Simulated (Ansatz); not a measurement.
An input meant for cyclo-(H2SnCH2)4 (C4H16Sn4) (charge 0, singlet; atoms displaced at random, 0.03 Å in each coordinate).

```yaml
crystal:
  periodic: [false, false, false]
  atoms:
    - {symbol: Sn, position_ang: [-0.482813, 0.226731, -2.530069]}
    - {symbol: H, position_ang: [0.223215, 0.974365, -3.878510]}
    - {symbol: H, position_ang: [-1.934973, -0.658959, -3.020293]}
    - {symbol: C, position_ang: [0.973201, -1.190304, -1.580911]}
    - {symbol: Sn, position_ang: [0.059457, -2.524684, -0.161132]}
    - {symbol: H, position_ang: [-0.744659, -3.753554, -0.962196]}
    - {symbol: H, position_ang: [1.327218, -3.240800, 0.831773]}
    - {symbol: C, position_ang: [-1.263305, -1.477186, 1.140393]}
    - {symbol: Sn, position_ang: [-0.238783, -0.153027, 2.530915]}
    - {symbol: H, position_ang: [-1.455196, 1.073785, 3.072299]}
    - {symbol: H, position_ang: [0.310081, -1.083189, 3.881061]}
    - {symbol: C, position_ang: [1.305563, 0.965822, 1.637275]}
    - {symbol: Sn, position_ang: [0.661866, 2.485673, 0.145199]}
    - {symbol: H, position_ang: [0.211332, 3.924665, 0.998994]}
    - {symbol: H, position_ang: [1.978507, 2.901725, -0.888427]}
    - {symbol: C, position_ang: [-0.919348, 1.711650, -1.082656]}
    - {symbol: H, position_ang: [1.763271, -0.630524, -1.220835]}
    - {symbol: H, position_ang: [1.388688, -1.832940, -2.471433]}
    - {symbol: H, position_ang: [-2.034143, -0.884643, 0.566024]}
    - {symbol: H, position_ang: [-1.856615, -2.213700, 1.711138]}
    - {symbol: H, position_ang: [1.950648, 1.447756, 2.329205]}
    - {symbol: H, position_ang: [1.955109, 0.168875, 1.077940]}
    - {symbol: H, position_ang: [-1.724651, 1.339590, -0.378187]}
    - {symbol: H, position_ang: [-1.390611, 2.551212, -1.637180]}
basis:
  gaussian: {orbitals: def2-mTZVP, fitting: {mean_field: cc-pVTZ-jkfit}, nuclear_model: gaussian}
hamiltonian: {xc: {name: B2GP-PLYP}}
scf: {lower_state_search: off}
output: {forces: true}
```

```sh
$ ansatz run in.yaml --threads 4 --pin off --events-out ev --progress --plain --max-ram 6963MiB
```

It prints (some lines left out):

```
Functional definition: B2GP-PLYP
Error: [file] the basis set cc-pVTZ-JKFIT has no functions for Sn
```

In the def2 sets Sn takes a core potential; there is no spin–orbit coupling.
